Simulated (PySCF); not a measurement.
Isomers of C6H5FO2. Computed with TDDFT PBE0/def2-SVPD, vertical, gas phase, core orbitals frozen in the response in PySCF. Geometries: GFN2-xTB; one conformer of each isolated species. Triplets are in the Tamm–Dancoff approximation.

Task: Rank by computed lowest triplet energy, lowest first.
A. `c1(F)cc(cc(=O)o1)C`
B. `Oc1ccc(F)cc1O`
C. `C[C@@H]1C(=O)C(=CC1=O)F`
D. `F/C=C\C1=COC=CO1`

Result: D (2.45 eV), C (2.69 eV), A (3.08 eV), B (3.95 eV).

| SMILES | T1 (eV) | first f ≥ 0.01 (nm) | S1 (eV) | LUMO (eV) | f (S1) | gap (eV) | S1 mainly |
| --- | --- | --- | --- | --- | --- | --- | --- |
| F/C=C\C1=COC=CO1 | 2.45 | 344 | 3.60 | -0.98 | 0.047 | 4.62 | H→L (93%) |
| C[C@H]1C(=O)C=C(F)C1=O | 2.69 | 223 | 3.14 | -3.02 | 0.000 | 4.85 | H→L (96%) |
| Cc1cc(F)oc(=O)c1 | 3.08 | 266 | 4.65 | -1.76 | 0.140 | 5.36 | H→L (97%) |
| Oc1ccc(F)cc1O | 3.95 | 248 | 4.99 | -0.46 | 0.059 | 5.98 | H→L (84%) |

H and L stand for HOMO and LUMO.

- `F/C=C\C1=COC=CO1`: Löwdin shares by element: HOMO oxygen 39%, carbon 26% or more (atoms not listed hold the other 35%); LUMO carbon 64% or more (atoms not listed hold the other 36%).
- `C[C@H]1C(=O)C=C(F)C1=O`: Löwdin shares by element: HOMO oxygen 62%, carbon 22% or more (atoms not listed hold the other 17%); LUMO carbon 51% or more, oxygen 18% or more (atoms not listed hold the other 31%).
- `Cc1cc(F)oc(=O)c1`: Löwdin shares by element: HOMO carbon 53% or more, oxygen 17% or more (atoms not listed hold the other 29%); LUMO carbon 53% or more, oxygen 11% or more (atoms not listed hold the other 36%).
- `Oc1ccc(F)cc1O`: Löwdin shares by element: HOMO carbon 46% or more, oxygen 13% or more (atoms not listed hold the other 40%); LUMO carbon 67% or more (atoms not listed hold the other 33%).
